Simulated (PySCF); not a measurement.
**Ir (iridium, neutral): UHF calculation**

Configuration: [Xe] 4f14 5d7 6s2, high-spin 4F determinant. Computed with PySCF 2.14 in def2-QZVPPD with the def2 core potential (60 electrons) (7s5p4d4f2g, 88 functions), with a scalar-relativistic core potential.

| Item | Value |
| --- | --- |
| Total energy | -103.446418 hartree |
| One-electron energy | -179.6352 hartree |
| Hartree (Coulomb) energy | 85.8500 hartree |
| Exchange energy | -9.6612 hartree |
| ⟨S²⟩ | 3.7695 |
| ⟨L²⟩ | 12.050 |
| Sum of ⟨r⟩ | 27.13 bohr |
| Sum of ⟨r²⟩ | 57.17 bohr² |

| shell | electrons | mean orbital energy (hartree) | spread (hartree) | rms radius, mean of both spins (bohr) |
| --- | --- | --- | --- | --- |
| 5s α | 1 | -4.35026 | 0 | 1.06 |
| 5s β | 1 | -4.19215 | 0 | 1.06 |
| 5p α | 3 | -2.55832 | 0 | 1.23 |
| 5p β | 3 | -2.33769 | 0 | 1.23 |
| 5d α | 5 | -0.51619 | 0.03976 | 1.83 |
| 5d β | 2 | -0.42569 | 0 | 1.83 |
| 6s α | 1 | -0.32685 | 0 | 3.34 |
| 6s β | 1 | -0.26800 | 0 | 3.34 |

Energies and moments cover only the electrons outside the core potential. Spin-orbit coupling, absent here, splits the open shell strongly.
